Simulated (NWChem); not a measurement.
System: CH7FN2Si; SMILES N[SiH](N)CF

Input file for NWChem:

```
start job
memory heap 200 mb stack 900 mb global 1100 mb
geometry units angstroms noautosym nocenter noautoz
  N     -1.348120    -1.287524    -0.400863
  Si     0.001564    -0.574134     0.405113
  N      1.466130    -0.800380    -0.467277
  C     -0.024318     1.315912     0.651402
  F      0.299420     1.950677    -0.543306
  H     -1.576497    -1.058889    -1.361384
  H     -2.160786    -1.602783     0.115129
  H     -0.035467    -1.183864     1.771812
  H      1.862949     0.003334    -0.940798
  H      1.689094    -1.669920    -0.935300
  H      0.710037     1.622824     1.419052
  H     -1.013530     1.676492     0.986245
end
basis spherical
  * library def2-svp
end
dft
  xc b3lyp
  iterations 150
  mulliken
end
task dft energy
esp
  recalculate
  probe 0.07
  range 0.3
  factor 1.0
  spacing 0.02
end
task esp
```

Parts of the log:

```
             Northwest Computational Chemistry Package (NWChem) 7.3.0
             --------------------------------------------------------

                             Geometry "geometry" -> ""
                             -------------------------

 Output coordinates in angstroms (scale by  1.889725989 to convert to a.u.)

  No.       Tag          Charge          X              Y              Z
 ---- ---------------- ---------- -------------- -------------- --------------
    1 N                    7.0000    -1.34812000    -1.28752400    -0.40086300
    2 Si                  14.0000     0.00156400    -0.57413400     0.40511300
    3 N                    7.0000     1.46613000    -0.80038000    -0.46727700
    4 C                    6.0000    -0.02431800     1.31591200     0.65140200
    5 F                    9.0000     0.29942000     1.95067700    -0.54330600
    6 H                    1.0000    -1.57649700    -1.05888900    -1.36138400
    7 H                    1.0000    -2.16078600    -1.60278300     0.11512900
    8 H                    1.0000    -0.03546700    -1.18386400     1.77181200
    9 H                    1.0000     1.86294900     0.00333400    -0.94079800
   10 H                    1.0000     1.68909400    -1.66992000    -0.93530000
   11 H                    1.0000     0.71003700     1.62282400     1.41905200
   12 H                    1.0000    -1.01353000     1.67649200     0.98624500

 Effective nuclear repulsion energy (a.u.)     247.8807429676

                                 NWChem DFT Module
                                 -----------------

 Summary of "ao basis" -> "ao basis" (spherical)
 ------------------------------------------------------------------------------
       Tag                 Description            Shells   Functions and Types
 ---------------- ------------------------------  ------  ---------------------
 N                          def2-svp                 6       14   3s2p1d
 Si                         def2-svp                 8       18   4s3p1d
 C                          def2-svp                 6       14   3s2p1d
 F                          def2-svp                 6       14   3s2p1d
 H                          def2-svp                 3        5   2s1p

            General Information
            -------------------
          SCF calculation type: DFT
          Wavefunction type:  closed shell.
          No. of atoms     :    12
          No. of electrons :    50
           Alpha electrons :    25
            Beta electrons :    25
          Charge           :     0
          Spin multiplicity:     1
          Use of symmetry is: off; symmetry adaption is: off
          Maximum number of iterations: 150
          AO basis - number of functions:   109
                     number of shells:    53
          Convergence on energy requested:  1.00D-06
          Convergence on density requested:  1.00D-05
          Convergence on gradient requested:  5.00D-04

              XC Information
              --------------
                         B3LYP Method XC Potential
                     Hartree-Fock (Exact) Exchange  0.200
                        Slater Exchange Functional  0.800 local
                    Becke 1988 Exchange Functional  0.720 non-local
              Lee-Yang-Parr Correlation Functional  0.810
                  VWN I RPA Correlation Functional  0.190 local

             Grid Information
             ----------------
          Grid used for XC integration:  medium
          Radial quadrature: Mura-Knowles
          Angular quadrature: Lebedev.
          Tag              B.-S. Rad. Rad. Pts. Rad. Cut. Ang. Pts.
          ---              ---------- --------- --------- ---------
          N                   0.65       49          11.0       434
          Si                  1.10       88           8.0       590
          C                   0.70       49          10.0       434
          F                   0.50       49          11.0       434
          H                   0.35       45          12.0       434
          Grid pruning is: on
          Number of quadrature shells:   599
          Spatial weights used:  Erf1

      Superposition of Atomic Density Guess
      -------------------------------------

 Sum of atomic energies:        -537.63918247

      Non-variational initial energy
      ------------------------------

 Total energy =    -539.885075
 1-e energy   =   -1233.558991
 2-e energy   =     445.793172
 HOMO         =      -0.307389
 LUMO         =       0.057587

     ---------------------------------------------
      Total Density - Mulliken Population Analysis
     ---------------------------------------------

    Atom       Charge   Shell Charges
 -----------   ------   -------------------------------------------------------
    1 N    7     7.78   1.99  1.03  0.44  2.61  1.70  0.01
    2 Si  14    13.12   2.00  1.99  0.94  0.16  5.93  1.04  0.75  0.31
    3 N    7     7.77   1.99  1.03  0.44  2.61  1.70  0.01
    4 C    6     5.92   1.99  0.94  0.28  1.77  0.89  0.05
    5 F    9     9.45   1.99  1.14  0.79  3.45  2.08  0.00
    6 H    1     0.75   0.59  0.12  0.04
    7 H    1     0.75   0.59  0.12  0.05
    8 H    1     1.11   0.71  0.40  0.01
    9 H    1     0.75   0.58  0.12  0.05
   10 H    1     0.75   0.59  0.12  0.04
   11 H    1     0.92   0.68  0.21  0.02
   12 H    1     0.92   0.69  0.21  0.02

   convergence    iter        energy       DeltaE   RMS-Dens  Diis-err
 ---------------- ----- ----------------- --------- --------- ---------
 d= 0,ls=0.0,diis     1   -540.8551450806 -7.89D+02  1.17D-02  7.44D-01
 d= 0,ls=0.0,diis     2   -540.8324175903  2.27D-02  6.32D-03  1.05D+00
 d= 0,ls=0.0,diis     3   -540.9359298656 -1.04D-01  9.54D-04  3.41D-02
 d= 0,ls=0.0,diis     4   -540.9390589474 -3.13D-03  2.66D-04  1.40D-03
 d= 0,ls=0.0,diis     5   -540.9391571949 -9.82D-05  9.00D-05  2.58D-04
  Resetting Diis
 d= 0,ls=0.0,diis     6   -540.9391821653 -2.50D-05  1.44D-05  2.57D-06
 d= 0,ls=0.0,diis     7   -540.9391823784 -2.13D-07  1.24D-05  7.21D-07
 d= 0,ls=0.0,diis     8   -540.9391823182  6.01D-08  6.95D-06  1.26D-06

         Total DFT energy =     -540.939182318236
      One electron energy =    -1238.683022484953
           Coulomb energy =      503.229203469931
    Exchange-Corr. energy =      -53.366106270776
 Nuclear repulsion energy =      247.880742967562

 Numeric. integr. density =       50.000003747978

                       DFT Final Molecular Orbital Analysis
                       ------------------------------------

 Vector   23  Occ=2.000000D+00  E=-3.006603D-01
              MO Center= -2.5D-01,  3.3D-01,  1.9D-01, r^2= 3.6D+00
   Bfn.  Coefficient  Atom+Function         Bfn.  Coefficient  Atom+Function
  ----- ------------  ---------------      ----- ------------  ---------------
    65      0.334150   5 F  py               51      0.275554   4 C  py
    68     -0.249557   5 F  py               23     -0.233920   2 Si py
     5      0.216539   1 N  py                8     -0.185280   1 N  py
    26     -0.161464   2 Si py              105      0.161198  12 H  s
    85      0.159280   8 H  s                86      0.138960   8 H  s

 Vector   24  Occ=2.000000D+00  E=-2.577229D-01
              MO Center=  5.3D-01, -7.8D-01, -3.0D-01, r^2= 3.0D+00
   Bfn.  Coefficient  Atom+Function         Bfn.  Coefficient  Atom+Function
  ----- ------------  ---------------      ----- ------------  ---------------
    38      0.360746   3 N  pz                5      0.305268   1 N  py
    41     -0.287275   3 N  pz               36      0.259903   3 N  px
     8     -0.258227   1 N  py               39     -0.228697   3 N  px
    49      0.135389   4 C  s                65     -0.120359   5 F  py
    51     -0.119044   4 C  py               35     -0.112124   3 N  s

 Vector   25  Occ=2.000000D+00  E=-2.421160D-01
              MO Center= -1.4D-01, -7.2D-01, -1.2D-01, r^2= 3.6D+00
   Bfn.  Coefficient  Atom+Function         Bfn.  Coefficient  Atom+Function
  ----- ------------  ---------------      ----- ------------  ---------------
     5      0.343180   1 N  py                8     -0.280322   1 N  py
    36     -0.257715   3 N  px               49      0.215616   4 C  s
    39      0.204734   3 N  px               51     -0.204709   4 C  py
    38     -0.203425   3 N  pz                4     -0.194454   1 N  px
    86     -0.179125   8 H  s                41      0.170236   3 N  pz

 Vector   26  Occ=0.000000D+00  E= 4.317378D-02
              MO Center= -1.5D-01, -5.3D-01, -4.5D-01, r^2= 6.7D+00
   Bfn.  Coefficient  Atom+Function         Bfn.  Coefficient  Atom+Function
  ----- ------------  ---------------      ----- ------------  ---------------
     3      0.917899   1 N  s                35      0.866615   3 N  s
    81     -0.562344   7 H  s                76     -0.530900   6 H  s
    96     -0.469374  10 H  s                91     -0.447785   9 H  s
    55      0.389691   4 C  pz              101     -0.377289  11 H  s
    18     -0.335680   2 Si s                27      0.333266   2 Si pz

 Vector   27  Occ=0.000000D+00  E= 6.328419D-02
              MO Center= -5.1D-01, -8.3D-01, -6.8D-02, r^2= 6.4D+00
   Bfn.  Coefficient  Atom+Function         Bfn.  Coefficient  Atom+Function
  ----- ------------  ---------------      ----- ------------  ---------------
     3      1.062903   1 N  s                35     -0.966205   3 N  s
    25      0.740613   2 Si px               81     -0.640497   7 H  s
    76     -0.539828   6 H  s                96      0.459615  10 H  s
    49      0.420179   4 C  s                91      0.408642   9 H  s
     7     -0.229720   1 N  px               26     -0.189082   2 Si py

 Vector   28  Occ=0.000000D+00  E= 8.230694D-02
              MO Center= -1.8D-01,  6.9D-01,  9.9D-01, r^2= 6.1D+00
   Bfn.  Coefficient  Atom+Function         Bfn.  Coefficient  Atom+Function
  ----- ------------  ---------------      ----- ------------  ---------------
    49      2.257148   4 C  s               106     -1.157489  12 H  s
   101     -1.088998  11 H  s                26     -0.945667   2 Si py
     3     -0.501282   1 N  s                18     -0.446447   2 Si s
    76      0.419411   6 H  s                55      0.380986   4 C  pz
    86     -0.281025   8 H  s                91      0.252839   9 H  s

     ---------------------------------------------
      Total Density - Mulliken Population Analysis
     ---------------------------------------------

    Atom       Charge   Shell Charges
 -----------   ------   -------------------------------------------------------
    1 N    7     7.36   1.99  0.98  0.42  2.48  1.48  0.01
    2 Si  14    13.43   2.00  1.98  0.99  0.09  5.93  1.26  0.80  0.39
    3 N    7     7.36   1.99  0.98  0.41  2.49  1.48  0.01
    4 C    6     5.93   1.99  0.93  0.19  2.03  0.74  0.06
    5 F    9     9.29   1.99  1.13  0.81  3.35  2.01  0.01
    6 H    1     0.88   0.71  0.13  0.05
    7 H    1     0.88   0.71  0.12  0.05
    8 H    1     1.15   0.75  0.39  0.01
    9 H    1     0.88   0.70  0.13  0.05
   10 H    1     0.88   0.71  0.13  0.05
   11 H    1     0.97   0.75  0.20  0.02
   12 H    1     0.98   0.75  0.21  0.02

     -------------------------------------------
      Total Density - Lowdin Population Analysis
     -------------------------------------------

    Atom       Charge   Shell Charges
 -----------   ------   -------------------------------------------------------
    1 N    7     7.23   1.97  0.71  0.44  2.27  1.83  0.02
    2 Si  14    13.48   2.00  1.93  0.60  0.28  5.82  1.29  0.96  0.60
    3 N    7     7.23   1.97  0.70  0.43  2.28  1.82  0.02
    4 C    6     6.05   1.96  0.62  0.34  1.83  1.17  0.13
    5 F    9     9.16   1.98  1.02  0.76  3.23  2.17  0.01
    6 H    1     0.94   0.59  0.22  0.13
    7 H    1     0.94   0.59  0.22  0.13
    8 H    1     1.13   0.66  0.44  0.02
    9 H    1     0.94   0.59  0.22  0.13
   10 H    1     0.94   0.60  0.22  0.13
   11 H    1     0.98   0.65  0.27  0.07
   12 H    1     0.99   0.65  0.27  0.07

     Multipole analysis of the density
     ---------------------------------

     L   x y z        total         alpha         beta         nuclear
     -   - - -        -----         -----         ----         -------
     0   0 0 0      0.000000    -25.000000    -25.000000     50.000000

     1   1 0 0     -0.403395     -2.915947     -2.915947      5.428499
     1   0 1 0     -0.307376     -0.706957     -0.706957      1.106539
     1   0 0 1     -0.150787      0.238286      0.238286     -0.627359

     2   2 0 0    -25.015729    -90.338883    -90.338883    155.662038
     2   1 1 0      0.339395    -19.116274    -19.116274     38.571944
     2   1 0 1     -1.143521      6.664780      6.664780    -14.473082
     2   0 2 0    -29.851896   -155.382397   -155.382397    280.912899
     2   0 1 1      2.724976     -4.447407     -4.447407     11.619790
     2   0 0 2    -26.781189    -48.932858    -48.932858     71.084527

                     NWChem Electrostatic Potential Fit Module
                     -----------------------------------------

 Atom parameters

 Number of atoms is                                   12
 Number of basis functions is                        109

 Grid parameters

 Maximum number of grid points is                  46845
 Number of grid points is                          46844
 Grid range                                     0.300000 nm
 Grid spacing                                   0.020000 nm
 Probe radius                                   0.070000 nm
 Atom radius factor                             1.000000

 Atomic radii

    1    0.100000
    6    0.147000
    7    0.140000
    9    0.128000
   14    0.187000
 FASTESP  F
  using M.O. file = ./job.movecs

    Atom              Coordinates                           Charge

                                                  ESP

    1 N    -0.134812   -0.128752   -0.040086   -0.808665
    2 Si    0.000156   -0.057413    0.040511    0.813821
    3 N     0.146613   -0.080038   -0.046728   -0.906452
    4 C    -0.002432    0.131591    0.065140    0.105111
    5 F     0.029942    0.195068   -0.054331   -0.258367
    6 H    -0.157650   -0.105889   -0.136138    0.299053
    7 H    -0.216079   -0.160278    0.011513    0.286189
    8 H    -0.003547   -0.118386    0.177181   -0.200695
    9 H     0.186295    0.000333   -0.094080    0.328063
   10 H     0.168909   -0.166992   -0.093530    0.341606
   11 H     0.071004    0.162282    0.141905    0.009189
   12 H    -0.101353    0.167649    0.098625   -0.008852
                                            ------------
                                                0.000000

 Dipole moment                                  0.511210

 Quadrupole moment Qxx                          8.077072
                   Qyy                        -10.623030
                   Qzz                          2.545959

 RMS deviation kJ/mol                           0.058439

 RRMS %                                        35.306213
```

Level: B3LYP/def2-SVP. All runs use the structure optimised with PBE0/def2-SVP. Not confirmed as a minimum by frequencies. B3LYP is NWChem's, with the RPA form of VWN correlation.
